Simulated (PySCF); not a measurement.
**Stationary points of SnF₃⁻**

These are results of PBE0/[Sn def2-SVPD with ECP28, F def2-SVPD], scalar-relativistic core potentials, density fitting, no spin–orbit coupling, PySCF, not measurements.

Relaxations began from a few typed shapes. The search is not exhaustive: other isomers or separated fragments can lie lower, and high-lying points may rest on an excited occupation.

| spin | group | bonds | angles | imaginary modes (cm⁻¹) | ΔE (kJ/mol) | ΔE with ZPE (kJ/mol) |
| --- | --- | --- | --- | --- | --- | --- |
| singlet | C3v | Sn–F 2.035 Å (×3) | F–Sn–F 95.4° (×3) | none | 0.0 | 0.0 |
| singlet | C2v | Sn–F 2.010 Å, Sn–F 2.134 Å (×2) | F–Sn–F 86.6° (×2), F–Sn–F 173.1° | 127i | 99.1 | – |
| singlet | D3h | Sn–F 2.142 Å (×3) | F–Sn–F 120.0° (×3) | 173i, 15i, 15i | 122.2 | – |

The lowest minimum found is the singlet C3v: Sn–F 2.035 Å (×3); F–Sn–F 95.4° (×3).

Counting electrons, tin keeps 2 of its valence electrons outside its bonds, so the VSEPR class is AX3E1 and the expected shape is trigonal pyramidal (C3v), as computed. The angle of 95° is close to 90°: the heavy centre bonds with nearly pure p orbitals and keeps its lone pair s-like.

For the lowest minimum: the lowest empty level of this anion is unbound, so it and the gap depend on the basis.
